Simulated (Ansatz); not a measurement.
MCl4 with several metals: binding per atom (eV) at several levels, gas phase, relaxed structures; Ansatz. Core potentials for Hf, Nb, Zr in the def2 sets, no spin–orbit coupling. Binding counts from free atoms in the multiplicity of their measured ground term, without zero-point energy. A dash marks a value that wasn't run or was left out as unsound. The structures are stationary points that may keep the symmetry of their start. Correlated methods freeze inner cores and use unrestricted references for open shells.

```
species    state            geometry  BLYP-D4/def2-TZVP  PBE0-D4/def2-SVP  PBE0-D4/def2-TZVP  PBE0-D4/def2-TZVPD  ωB97M-V/def2-TZVP  CCSD(T)/def2-TZVP
  NbCl4  doublet  r2SCAN-D4/def2-SVP               3.72              3.66               3.62                3.62               3.64                  –
  TiCl4  singlet     PBE-D4/def2-SVP                  –              3.61               3.62                3.62               3.51               3.48
  HfCl4  singlet     PBE-D4/def2-SVP               4.07              4.17               4.17                4.17               4.16               4.08
```

Estimate the rows for ZrCl4 (singlet, r2SCAN-D4/def2-SVP geometry).


| species | state | geometry | BLYP-D4/def2-TZVP | PBE0-D4/def2-SVP | PBE0-D4/def2-TZVP | PBE0-D4/def2-TZVPD | ωB97M-V/def2-TZVP | CCSD(T)/def2-TZVP |
| --- | --- | --- | --- | --- | --- | --- | --- | --- |
| ZrCl4 | singlet | r2SCAN-D4/def2-SVP | 4.07 | 4.19 | 4.12 | 4.12 | – | 3.98 |
